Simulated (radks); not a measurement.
Task: These are the eigenvalues of the occupied orbitals of an atom or ion with whole-number occupations (eV). Calculated with a radial shooting solver on a logarithmic mesh with Libxc functionals: scalar-relativistic Kohn-Sham, PBE, spin-polarised, spherical densities, finite nucleus; Fermi nuclear charge, rms radius of each element as measured or else 0.836 A^(1/3) + 0.57 fm.

orbital  eigenvalue
1s down   -80778.13
1s up     -80778.13
2s up     -14283.74
2s down   -14283.58
2p up     -12357.49
2p down   -12357.36
3s up     -3399.374
3s down   -3399.314
3p up     -2840.343
3p down   -2840.275
3d up     -2242.086
3d down   -2241.969
4s up     -766.5013
4s down   -766.3460
4p up     -583.1016
4p down   -582.9579
4d up     -362.5937
4d down   -362.4272
5s up     -145.0606
5s down   -143.9869
4f up     -117.8204
4f down   -117.5814
5p up      -96.2879
5p down    -94.9659
5d up      -41.3027
5d down    -39.8365

Which element is it, and in what charge state? The configuration may be excited. Open shells, if any, are filled with parallel spins first.

Result: Z = 79, gold, charge +3: Au3+ in [Xe] 4f14 5d8. The list shows which subshells hold electrons but not how many an open one holds; the 1s level, -2968.5 hartree, gives Z - s = 77.1 by -(Z - s)^2/2, which with screening and relativity narrows Z to a few neighbours, and the depths of the outer levels then fix element, charge and occupations together.
